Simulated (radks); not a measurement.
Problem. Calculated with a radial shooting solver on a logarithmic mesh with Libxc functionals: scalar-relativistic Kohn-Sham, PBE, spin-polarised, spherical densities, finite nucleus; open shells are filled with parallel spins first (spin-orbit coupling, left out, can overturn this in heavy ions); Fermi nuclear charge, rms radius of each element as measured or else 0.836 A^(1/3) + 0.57 fm. Each species is in its NIST ground configuration. Rank W3+, Ta3+, Hf3+, Hg3+, Lu3+, Ir3+, Pt3+, Re3+, Os3+, Au3+ by Delta-SCF ionisation energy (eV), largest first.

Solution. Hg3+ 49.159, Au3+ 46.657, Lu3+ 46.499, Pt3+ 44.075, Os3+ 42.921, Ir3+ 41.394, Re3+ 40.554, W3+ 38.130, Ta3+ 35.638, Hf3+ 33.069.
